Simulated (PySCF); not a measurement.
**Ionisation energy of Sn³⁵⁺ by level of theory**

Sn³⁵⁺ [Ne] 3s2 3p3 (4S) → Sn³⁶⁺ [Ne] 3s2 3p2 (3P), as a difference of total energies. Computed with PySCF 2.14 in an uncontracted even-tempered set (16 s from 5.9 bohr⁻², ratio 2.5; 10 p from 7.7 bohr⁻², ratio 2.5; 4 d from 32 bohr⁻², ratio 2.7; 4 f from 48 bohr⁻², ratio 2.7), with no relativity, point nucleus. Correlated levels: outer shells: 1s2 frozen; virtual orbitals above 40 to 60 times the deepest correlated orbital energy dropped. The calculations carry no spin-orbit coupling.

```json
{"method": "UHF", "ionisation energy (eV)": "2302.6"}
{"method": "MP2 (outer shells)", "ionisation energy (eV)": "2302.9"}
{"method": "SCS-MP2 (outer shells)", "ionisation energy (eV)": "2302.6"}
{"method": "CCSD (outer shells)", "ionisation energy (eV)": "2302.5"}
{"method": "CCSD(T) (outer shells)", "ionisation energy (eV)": "2302.5"}
```

Spin-orbit coupling is strong in these open shells (close to jj coupling). The scalar numbers leave it out and a first-order estimate fails, so it can dominate the gap to the real levels.

All relativistic terms are absent from these numbers, so their closeness to the reference says little about the methods.

For comparison: 2326 ± 9 eV (semi-empirical (NIST evaluation); NIST Atomic Spectra Database, ionization energies).
